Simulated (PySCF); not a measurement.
C2H7AlFN, SMILES C[NH][Al]([CH3])[F]. Atoms are numbered in the order given.

```xyz
12

Al    -0.1051     0.5216     0.0000
F     -1.3515     1.6386     0.0000
C      1.7438     1.1197     0.0000
H      2.4596     0.2822     0.0000
H      1.9543     1.7432     0.8854
H      1.9543     1.7432    -0.8854
N     -0.6121    -1.1769     0.0000
C      0.2066    -2.3758     0.0000
H     -1.6064    -1.3927     0.0000
H      0.0371    -3.0110    -0.8905
H      0.0371    -3.0110     0.8905
H      1.2758    -2.1082     0.0000
```

Coordinates come from a B3LYP-D3(BJ)/def2-SVP optimisation. The structure was generated by enumeration; whether it is a known compound was not checked. Other conformers were not sampled.

Level of theory: B3LYP/def2-TZVP (PySCF).

ESP charges are fitted to the potential on shells at 1.4 to 2.0 van der Waals radii. Atomic charges (e):

```
atom  Löwdin  ESP fit  Mulliken    IAO
----  ------  -------  --------  -----
Al1     0.05     1.08      0.69   1.27
F2     -0.04    -0.48     -0.37  -0.58
C3     -0.48    -0.68     -0.56  -0.81
H4      0.14     0.15      0.12   0.15
H5      0.14     0.14      0.13   0.16
H6      0.14     0.14      0.13   0.16
N7     -0.11    -0.84     -0.42  -0.71
C8     -0.35     0.06     -0.24  -0.27
H9      0.18     0.35      0.20   0.26
H10     0.10     0.03      0.11   0.12
H11     0.10     0.03      0.11   0.12
H12     0.12     0.03      0.11   0.13
```
